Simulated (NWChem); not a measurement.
C5H4O; SMILES C1=CC(C=C1)=O

```xyz
10

O      0.0000     0.0000    -2.0380
C      0.0000     0.0000    -0.8232
C      0.0000     1.2057     0.0876
C      0.0000     0.7516     1.3490
C      0.0000    -0.7516     1.3490
C      0.0000    -1.2057     0.0876
H      0.0000     2.2260    -0.2720
H      0.0000     1.3457     2.2563
H      0.0000    -1.3457     2.2563
H      0.0000    -2.2260    -0.2720
```
Atoms are numbered in this order, from 1.

Results from NWChem. Pople sets run with spherical d functions. Geometry: optimised at B3LYP/6-31G* (spherical d). Vzz is the largest principal value of the second derivative of the potential at the nucleus (NWChem prints the opposite sign); η is the asymmetry. Non-relativistic.

```tsv
level	Vzz O1 (a.u.)	η O1
Hartree-Fock/def2-SVP	-2.178	0.53
Hartree-Fock/6-31G*	(withheld)	(withheld)
PBE0/def2-SVP	-2.042	0.53
PBE0/def2-TZVP	-2.032	0.60
```

**Question.** Some entries are withheld; supply them.

**Answer.** 
- Hartree-Fock/6-31G*, Vzz O1 (a.u.): -2.117
- Hartree-Fock/6-31G*, η O1: 0.47
